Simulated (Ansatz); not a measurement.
Spectroscopic constants of HfSb, multiplicity 4 (an upper state: multiplicity 2 came lower at PBE0/def2-TZVPP). No spin–orbit coupling.

Constants: fifth-degree fit in 1/R to seven points, most abundant isotopes. Runs in def2 and cc sets follow the lowest solution found near the PBE0 minimum.

The values were computed with Ansatz (an electronic-structure program). Each number belongs to the level named beside it. In def2 rows elements past Kr take small-core potentials, without spin–orbit coupling.

Energies at wB97X-V/def2-TZVPP:

| R (Å) | E (hartree) |
|---|---|
| 2.470246 | -288.06692801 |
| 2.536650 | -288.07271719 |
| 2.597742 | -288.07540626 |
| 2.666803 | -288.07603547 |
| 2.735863 | -288.07468003 |
| 2.815549 | -288.07130264 |
| 2.908515 | -288.06570352 |

### Question
With a reduced mass of 72.3158 u, find the minimum, the force constant and the constants.

### Answer
A fifth-degree polynomial in 1/R puts the minimum at r_e = 2.6514 Å with force constant 192 N/m. Then ω_e = (1/2πc)√(k/μ) = 212 cm⁻¹ and B_e = h/(8π²cμr_e²) = 0.03316 cm⁻¹; the cubic and quartic terms give α_e = 7.7e-5 and ω_e x_e = 0.45 cm⁻¹.
